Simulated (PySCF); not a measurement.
Estimate the missing entries of this data sheet.

Species: C2H10OSi4.
Numbering: `[CH:1]#[C:2][Si:3]([SiH3:4])([SiH3:5])[O:6][SiH3:7]` (hydrogens: H8 on C1; H9, H10, H11 on Si4; H12, H13, H14 on Si5; H15, H16, H17 on Si7)

Conformer (atom-mapped SMILES and torsion angles): `[CH:1]#[C:2][Si:3]([SiH3:4])([SiH3:5])[O:6][SiH3:7]`: C2–Si3–O6–Si7 0°.

```tsv
property	level	value
point group of the GFN2-xTB geometry	GFN2-xTB	?
rotational constants A, B, C of the GFN2-xTB geometry	GFN2-xTB	1.016, 0.835, 0.764 GHz
dipole moment	wB97X-D/def2-SVPD	?
HOMO energy	wB97X-D/def2-SVPD	?
LUMO energy	wB97X-D/def2-SVPD	0.59 eV
lowest singlet excitation	TDDFT wB97X-D/def2-SVPD	5.38 eV (230 nm, f = 0.025)
strongest line among the 8 lowest singlet transitions	TDDFT wB97X-D/def2-SVPD	?
lowest triplet excitation (Tamm–Dancoff)	TDA wB97X-D/def2-SVPD	?
static isotropic polarisability	wB97X-D/def2-SVPD	?
electronic spatial extent ⟨r²⟩ about the centre of nuclear charge	wB97X-D/def2-SVPD	1955 bohr²
13C chemical shifts (computed TMS as zero) by class	GIAO PBE0/pcSseg-1	109.0 (C1), 91.0 (C2) ppm
1H chemical shifts (computed TMS as zero) by class	GIAO PBE0/pcSseg-1	5.11 (H15/H16/H17), 3.56 (H9/H10/H11/H12/H13/H14), 2.56 (H8) ppm
isotropic shieldings of nuclei other than C and H, by class	GIAO PBE0/pcSseg-1	324 (O6), 371 (Si3), 395 (Si7), 461 (Si4/Si5) ppm
```

Electronic properties: PySCF, gas phase, density fitting. GFN2-xTB frequencies show an imaginary mode (34i cm⁻¹), so this geometry is no minimum at that level. NMR classes are plain means over equivalent atoms (diastereotopic ones count apart unless rotation or inversion swaps them), as if these changed places fast; in this geometry the members of some classes differ.

Problem. What is the dipole moment?

Solution. 0.73 D.

Problem. Give the lowest triplet excitation (Tamm–Dancoff).

Solution. 4.90 eV.

Problem. The point group of the GFN2-xTB geometry?

Solution. Cs.

Problem. Give the HOMO energy.

Solution. -9.31 eV.

Problem. Give the strongest line among the 8 lowest singlet transitions.

Solution. S7 at 7.10 eV (175 nm, f = 0.261).

Problem. The static isotropic polarisability?

Solution. 135.8 au.

The polarisability is 20.13 Å³ as a volume (1 au = 0.148185 Å³), or 1.58 au for each of the 86 electrons. The rotational constants make it an asymmetric top with κ = (2B − A − C)/(A − C) = -0.4, nearer the prolate limit (−1). The largest Löwdin shares of the HOMO are 0.18 on Si3, 0.15 on Si5, 0.15 on Si4 and 0.14 on O6. A dipole of 0.73 D is allowed in Cs, and pure rotational transitions are dipole-allowed.

For the TDDFT job (wB97X-D/def2-SVPD), time: 2.2 min of wall time (grids of density and orbitals included); peak memory 1.0 GiB. Hardware: one thread, Arm Neoverse N1 (aarch64), shared host with 64 logical CPUs at a one-minute load of 62.

One conformer stands for the species.
